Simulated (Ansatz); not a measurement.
Molecule: triethynyl(methoxy)silane, C7H6OSi, charge 0, multiplicity 1. SMILES: C#C[Si](C#C)(OC)C#C
Geometry from a B3LYP-D3(BJ)/def2-TZVP (Ansatz, a quantum-chemistry and plane-wave program) optimisation:
```xyz
15

C     -1.0470    -0.3862     2.7468
C     -0.6694    -0.2805     1.6068
Si    -0.0618    -0.1170    -0.1034
C     -0.8982    -1.3105    -1.1808
C     -1.4821    -2.0904    -1.8892
C     -0.4132     1.5833    -0.6569
C     -0.6206     2.7142    -1.0191
O      1.5351    -0.4286    -0.1791
C      2.5281     0.2992     0.5332
H     -1.3864    -0.4813     3.7505
H     -1.9933    -2.7812    -2.5162
H     -0.8101     3.7104    -1.3409
H      2.3649     0.2300     1.6119
H      2.5273     1.3518     0.2384
H      3.4956    -0.1377     0.2909
```

Parts of the frozen-core correlation energy in cc-pwCVTZ (Ansatz, hartree). Frozen orbitals: 13; correlated occupied orbitals by spin: 22 and 22; virtual: 452 and 452. No spin-orbit coupling. No relativistic terms.

```json
[
 {"term": "reference (HF)", "value": "-632.40232"},
 {"term": "MP2 opposite-spin", "value": "[?]"},
 {"term": "MP2 same-spin", "value": "[?]"},
 {"term": "CCSD correlation", "value": "[?]"},
 {"term": "(T)", "value": "-0.07628"},
 {"term": "T1 diagnostic", "value": "0.013"},
 {"term": "largest doubles amplitude", "value": "0.040"}
]
```

Task: What belongs in the gaps?

Result: 
- MP2 opposite-spin, value: -1.08281
- MP2 same-spin, value: -0.34998
- CCSD correlation, value: -1.46275
